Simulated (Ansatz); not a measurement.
System: sum formula TiOBr, charge 0, multiplicity 2. The spin state was set by rule; other spins were not relaxed. 
Geometry from a B3LYP-D3(BJ)/def2-TZVP (Ansatz, a program for electronic structure) optimisation:
```xyz
3

Ti     1.1268    -0.4109     0.0109
O      2.1195    -0.3921    -1.2663
Br    -1.1928     0.3479     0.2826
```
Charge 0, spin multiplicity 2.

Total electronic energies in hartree. Valence correlation only, unless marked. Open shells are spin-unrestricted. No spin-orbit coupling. The frozen core is the preceding noble-gas configuration, with the filled d and f shells of earlier blocks. No relativistic terms. CBS marks a two-point X^-3 extrapolation of the correlation energy; Hartree-Fock from the larger set.

The Hartree-Fock reference is unstable (checked in the largest basis), which strains HF and MP2. 

```json
[
 {"level": "RI-HF/def2-QZVPPD", "program": "Ansatz", "energy (Eh)": "-3495.88841"},
 {"level": "r2SCAN-D4/def2-TZVPD", "program": "Ansatz + dftd4", "energy (Eh)": "-3498.88918"},
 {"level": "B3LYP-D3(BJ)/def2-TZVPD", "program": "Ansatz + dftd3", "energy (Eh)": "-3499.01217"},
 {"level": "r2SCAN0/def2-TZVPD", "program": "Ansatz", "energy (Eh)": "-3498.83883"},
 {"level": "CAM-B3LYP-D3(BJ)/def2-TZVPD", "program": "Ansatz + dftd3", "energy (Eh)": "-3499.09644"},
 {"level": "LC-wPBE/def2-TZVPD", "program": "Ansatz", "energy (Eh)": "-3498.37622"},
 {"level": "wB97M-V/def2-TZVPD", "program": "Ansatz", "energy (Eh)": "-3498.74017"},
 {"level": "wB97X-V/def2-TZVPD", "program": "Ansatz", "energy (Eh)": "-3498.57239"},
 {"level": "RI-MP2/CBS(def2-TZVPP,def2-QZVPP)", "program": "Ansatz", "energy (Eh)": "-3496.4828"},
 {"level": "RI-MP2/CBS(def2-TZVPPD,def2-QZVPPD)", "program": "Ansatz", "energy (Eh)": "-3496.4825"},
 {"level": "SCS-MP2/STO-3G", "program": "Ansatz", "energy (Eh)": "-3458.52701"},
 {"level": "CCSD/6-31G*", "program": "Ansatz", "energy (Eh)": "-3495.80759"},
 {"level": "CCSD/def2-SVP", "program": "Ansatz", "energy (Eh)": "-3495.70257"},
 {"level": "CCSD/def2-TZVPPD", "program": "Ansatz", "energy (Eh)": "-3496.33939"}
]
```

Totals of different functionals don't rank their quality; only differences between species are comparable.
